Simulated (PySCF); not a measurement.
How methods differ on the excitation energy of Er(2+)

Er(2+) [Xe] 4f12 (high-spin determinant) → Er(2+) [Xe] 4f11 6p1 (high-spin determinant), as a difference of total energies. All numbers are calculated (PySCF 2.14, scalar relativity by spin-free X2C-1e, in ANO-RCC-VTZP). Correlated levels: valence: [Kr] 4d10 frozen; valence and next inner shell: [Ar] 3d10 frozen. The calculations carry no spin-orbit coupling.

```tsv
method	excitation energy (eV)
UHF	3.959
LDA	9.525
PBE	8.931
PBE0	7.965
r2SCAN	7.971
MP2 (valence)	9.085
SCS-MP2 (valence)	8.525
MP2 (valence and next inner shell)	9.702
SCS-MP2 (valence and next inner shell)	8.934
```

How much does correlation contribute at MP2 (valence and next inner shell)?

9.702 − (3.959) = 5.743 eV, measured against UHF.

A first-order spin-orbit estimate (lowest level to lowest level, LS coupling) adds -0.060 eV.

The basis was made for the ground configuration and has no added diffuse functions, so the excitation energy can come out too high.

The determinant of the upper state and of the lower state mixes LS terms, which raises its energy above the lowest term, most at the Hartree-Fock and MP2 levels.
